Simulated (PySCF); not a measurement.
Input and output of an EPR job on `C#C[C]1C=C(Cl)OC1=O` [radical].

Computed with UKS B3LYP, pcH-1 on C Cl H O, non-relativistic, mean-field spin-orbit, GIAO (PySCF).

Input of the driver that calls PySCF (job settings, then Cartesian coordinates in Å):

```
{"job": {"kind": "epr", "basis": "pcH-1"}, "charge": 0, "multiplicity": 2}
C      2.6919     0.9931    -0.2733
C      1.5740     0.5569    -0.1477
C      0.2919     0.0478    -0.0016
C     -0.9269     0.6224    -0.3839
C     -1.9049    -0.2742    -0.0216
Cl    -3.5742    -0.1648    -0.2081
O     -1.4104    -1.3766     0.5597
C     -0.0113    -1.2417     0.6076
O      0.6856    -2.0947     1.0836
H      3.6670     1.3657    -0.3791
H     -1.0773     1.5688    -0.8615
```

The self-consistent field part of the output:

```
UKS, coarse grid
  cycle   1  E = -840.17934517  |g| = 7.56e-01
  cycle   2  E = -838.62533596  |g| = 1.92e+00
  cycle   3  E = -840.32827017  |g| = 3.99e-01
  cycle   4  E = -840.39652639  |g| = 1.22e-01
  cycle   5  E = -840.40030202  |g| = 6.50e-02
  cycle   6  E = -840.40199843  |g| = 2.34e-02
  cycle   7  E = -840.40228384  |g| = 1.17e-02
  cycle   8  E = -840.40236625  |g| = 8.09e-03
  cycle   9  E = -840.40241997  |g| = 3.49e-03
  cycle  10  E = -840.40243044  |g| = 1.48e-03
  cycle  11  E = -840.40243394  |g| = 7.83e-04
UKS, final grid
  cycle   1  E = -840.40243336  |g| = 1.20e-03
  cycle   2  E = -840.40243163  |g| = 2.27e-03
  cycle   3  E = -840.40243416  |g| = 3.02e-04
  cycle   4  E = -840.40243421  |g| = 1.38e-04
  cycle   5  E = -840.40243425  |g| = 1.02e-04
  cycle   6  E = -840.40243426  |g| = 4.46e-05
  cycle   7  E = -840.40243426  |g| = 1.11e-05
E = -840.40243426 Eh   <S^2> = 0.7702 (exact 0.7500)
```

Question: What follows in the output?

Answer: 
```
g shifts (ppm)      1          2          3
  rmc          -206       -206       -206
  gc             -9         35         44
  oz_so        -293       2571       4487
  total        -509       2400       4325
hyperfine (MHz)  atom isotope    a_iso     a_fc   dipolar eigenvalues
    0   13C      21.75      21.78    -22.18    -16.59     38.77
    1   13C     -35.75     -35.77    -11.79     -0.27     12.06
    2   13C      33.20      33.32    -32.95    -32.16     65.11
    3   13C     -27.12     -27.10    -10.87      5.34      5.53
    4   13C      42.71      42.47    -36.36    -34.35     70.71
    5  35Cl       3.46       3.54    -15.99    -10.47     26.46
    6   17O       2.12       2.14     -5.08      2.20      2.88
    7   13C     -24.40     -24.37     -2.26     -0.30      2.57
    8   17O     -15.92     -15.79    -71.18     35.09     36.09
    9    1H     -20.62     -20.62     -9.78     -1.33     11.11
   10    1H       3.82       3.82     -3.06     -0.11      3.17
```

The program numbers atoms from 0. The g shifts stand along the tensor's principal axes 1 to 3: rmc is the relativistic mass correction, gc the gauge correction, oz_so the orbital-Zeeman/spin–orbit term. a_fc is the Fermi-contact part of a_iso, which also holds a spin–orbit part where one was computed. The run used 255 basis functions and 18 SCF iterations in all.

Question: Where does the spin sit (Mulliken spin populations, atoms from 0)?

Answer: 2 C +0.39, 4 C +0.35, 0 C +0.27, 8 O +0.22, 1 C -0.13, 3 C -0.11, 5 Cl +0.05, 7 C -0.02. Over all atoms they add up to 1.

Isolated species at its GFN2-xTB geometry, gas phase.
Labels such as C1 count atoms from 1, the log's own numbers from 0.
